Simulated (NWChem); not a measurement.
System: C₂H₂Br₂; SMILES Br/C=C\Br

NWChem input:

```
start job
memory heap 200 mb stack 900 mb global 1100 mb
geometry units angstroms noautosym nocenter noautoz
  Br    -1.785379     0.000000     0.263603
  C     -0.664852     0.000000    -1.261570
  C      0.664852     0.000000    -1.261570
  Br     1.785379     0.000000     0.263603
  H     -1.215252     0.000000    -2.195718
  H      1.215252     0.000000    -2.195718
end
basis spherical
  * library def2-svp
end
dft
  xc xpbe96 cpbe96
  iterations 150
end
cosmo
  dielec 46.7
end
task dft energy
```

Structure relaxed at the B3LYP/6-31G* (spherical d) level.

Level: PBE/def2-SVP with COSMO at NWChem's default radii, gas-phase geometry; the question gives the dielectric constant.

Problem. What results follow from this input? (PBE/def2-SVP, COSMO on the gas-phase geometry.) Quantities: electrostatic solvation energy (kcal/mol); dipole in solution (D).

Solution. 
```
Quantity                                   Result
-----------------------------------------  ------
electrostatic solvation energy (kcal/mol)    -2.8
dipole in solution (D)                       2.03
```
